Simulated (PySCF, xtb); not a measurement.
Sb(Cl)3 anion (Cl3Sb), SMILES [Cl][Sb]([Cl])[Cl] (connectivity only; charge and spin as stated), charge -1, multiplicity 2.

Harmonic wavenumbers (cm⁻¹) from xtb with GFN2-xTB at its own minimum, in rising order: 20, 60, 99, 190, 225, 291.

Question: What does PBE-D3(BJ)/def2-SVPD (PySCF) give at its own minimum? (The exact figures need the calculation; the answer reports its results.)

Answer: 39, 44, 90, 221, 224, 298. Paired by order, the mean absolute difference is 14 cm⁻¹ and the zero-point energies are 1.3 and 1.3 kcal/mol.
